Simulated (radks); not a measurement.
The numbers below are computed, except where a source is named.
Question: Ionisation of La, [Xe] 5d1 6s2, to La+, [Xe] 5d2, under several functionals. Dirac Kohn-Sham, spin-unpolarised, spherical densities, finite nucleus; open shells fill j = l - 1/2 first; a radial shooting solver on a logarithmic mesh with Libxc functionals. The NIST Atomic Spectra Database gives 5.577 eV (measured). Rank these functionals by the error of their Delta-SCF ionisation energy: exchange-only B88; AM05; LDA (Slater exchange, Perdew-Zunger correlation); LDA (Slater exchange, VWN5 correlation); PBE; PBEsol.

Answer: From best to worst: exchange-only B88 5.624 eV (+0.047); AM05 5.862 eV (+0.285); PBE 5.919 eV (+0.343); PBEsol 5.938 eV (+0.361); LDA (Slater exchange, VWN5 correlation) 6.183 eV (+0.606); LDA (Slater exchange, Perdew-Zunger correlation) 6.192 eV (+0.616). Spin polarisation and multiplet splitting are left out, so open shells lie too high by an amount that depends on their filling.

Beside tabulated values, note that spin-unpolarised runs miss the spin-polarisation part of the exchange energy of open shells.
